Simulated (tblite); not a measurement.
C9H16.
SMILES with atom numbers: `[CH3:1][CH2:2][CH2:3][C@@:4]12[CH2:5][CH2:6][CH2:7][C@@H:8]1[CH2:9]2` (hydrogens: H10, H11, H12 on C1; H13, H14 on C2; H15, H16 on C3; H17, H18 on C5; H19, H20 on C6; H21, H22 on C7; H23 on C8; H24, H25 on C9)

Cartesian coordinates in Å at the GFN2-xTB level; atoms count from 1:
```xyz
25
C9H16 angstrom
C      2.7771    0.2737    0.7755
C      2.2620   -0.2083   -0.5744
C      0.9861   -1.0460   -0.4511
C     -0.1947   -0.2707    0.0840
C     -0.6696    0.9352   -0.7098
C     -2.1289    1.1571   -0.2868
C     -2.6479   -0.2160    0.1610
C     -1.4165   -0.9569    0.6308
C     -0.4855   -0.2289    1.5573
H      3.6937    0.8456    0.6497
H      2.0402    0.9054    1.2630
H      2.9872   -0.5728    1.4257
H      3.0315   -0.8159   -1.0569
H      2.0691    0.6511   -1.2191
H      0.7283   -1.4414   -1.4391
H      1.1801   -1.8973    0.2060
H     -0.6107    0.7027   -1.7757
H     -0.0629    1.8224   -0.5233
H     -2.7264    1.5698   -1.0988
H     -2.1741    1.8626    0.5431
H     -3.0881   -0.7535   -0.6818
H     -3.4078   -0.1264    0.9390
H     -1.4778   -2.0340    0.6984
H      0.1342   -0.8298    2.2067
H     -0.8095    0.6965    2.0069
```

Method: GFN2-xTB as coded in tblite; computed harmonic values from a numerical Hessian at the method's own geometry, unscaled. Against measured fundamentals such values can be off by several per cent, at times by over 20. One conformer, not necessarily the lowest.

Harmonic wavenumbers (cm⁻¹): 59.0, 98.0, 163.8, 196.4, 222.0, 247.4, 344.8, 349.7, 396.5, 449.1, 582.4, 620.4, 731.4, 817.3, 829.2, 866.3, 890.4, 904.6, 926.6, 943.1, 959.5, 980.6, 1020.8, 1040.5, 1045.7, 1065.4, 1079.3, 1092.3, 1103.5, 1124.0, 1136.5, 1163.3, 1182.2, 1218.8, 1220.1, 1249.3, 1263.7, 1285.8, 1309.4, 1317.5, 1327.9, 1343.0, 1352.3, 1414.0, 1415.1, 1481.7, 1482.8, 1489.4, 1491.7, 1498.4, 1504.3, 1508.9, 1514.2, 2939.8, 2960.5, 2962.8, 2963.5, 2973.2, 2982.6, 2984.9, 2989.8, 2990.9, 3009.4, 3030.9, 3034.7, 3054.5, 3062.0, 3086.0, 3099.5.

A = 3291, B = 1059, C = 993.9 MHz; mass 124.125 u (most abundant isotopes); point group C1, symmetry number 1.

Zero-point energy?

½Σν̃ = 50223 cm⁻¹ = 600.80 kJ/mol.

Entropy at 298.15 K, 1 bar (ideal gas, RRHO, classical rotation)?

Translation 168.99, rotation 121.00, vibration 100.64: S = 390.6 J/(mol K).

And Cp and H(298.15 K) − H(0)?

Cp = 159.15 J/(mol K), of which vibrations give 125.89 (their classical limit is 69 R = 573.7); H(298.15 K) − H(0) = 26.80 kJ/mol without the zero-point energy, 16.89 from vibrations.

Blend soft modes into free rotors: weight 1/[1 + (100 cm⁻¹/ν̃)⁴] for the oscillator and the rest for a rotor with moment μB/(μ + B), μ = h/(8π²ν), B = 10⁻⁴⁴ kg m². What vibrational entropy results?

95.17 J/(mol K) in place of 100.64, which changes −T·S at 298.15 K by +1.63 kJ/mol.

How do the functions run with temperature in this model?

```csv
T (K),S (J/(mol K)),Cp (J/(mol K)),H − H(0) (kJ/mol),G − H(0) (kJ/mol),ln q(vib)
50,238.2,47.9,1.93,-9.98,0.28
100,278.1,69.5,4.87,-22.94,1.09
373.15,431.0,202.6,40.37,-120.47,7.05
500,500.0,270.5,70.50,-179.52,10.24
750,629.7,368.4,151.28,-321.01,16.91
1000,745.1,432.7,251.95,-493.17,23.60
```

q(vib) and H(0) count from the zero-point level.

Which modes carry the vibrational entropy at 298.15 K?

59.0 cm⁻¹: 18.79; 98.0 cm⁻¹: 14.62; 163.8 cm⁻¹: 10.48; 196.4 cm⁻¹: 9.06; 222.0 cm⁻¹: 8.13; 247.4 cm⁻¹: 7.32 J/(mol K); the other 63 give 32.24 together.

What must be added to the electronic energy to get the Gibbs energy at 298.15 K and 1 bar?

ZPE + [H(298.15 K) − H(0)] − T·S = 600.80 + 26.80 − 116.47 = 511.13 kJ/mol.

Hindered rotation and anharmonicity are outside this model. Other conformers, if any are populated, would add a mixing term that is left out. The structure is chiral; the term R ln 2 for an equal mix with its mirror image is left out.
